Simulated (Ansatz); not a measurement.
Basis-set extrapolation for CH8BNSi (PBE0-D4/def2-TZVP geometry, frozen core, the Gaussian-basis code of Ansatz). Multiplicity 1, RHF reference.

```tsv
	def2-TZVPP	def2-QZVPP
HF	-410.606195	-410.621085
MP2 correlation	-0.633557	-0.675192
CCSD(T) correlation	-0.712781	not run
```

Energies in hartree. Use E(X) = E(∞) + A·exp(−7.88·√X) for Hartree–Fock and E(X) = E(∞) + B·X^(−2.97) for correlation, with X = 3 and 4, and add CCSD(T) minus MP2 of the smaller set to the MP2 limit.

Q: What is the CCSD(T) energy at the basis-set limit?

A: HF limit: -410.621085 + (-0.014890) × 0.13774 = -410.62314. MP2 limit: -0.675192 + (-0.041635) × 0.74074 = -0.70603. Higher-order term: -0.712781 − (-0.633557) = -0.07922. Total: -411.40839 hartree, 234.8 kJ/mol below CCSD(T)/def2-TZVPP.
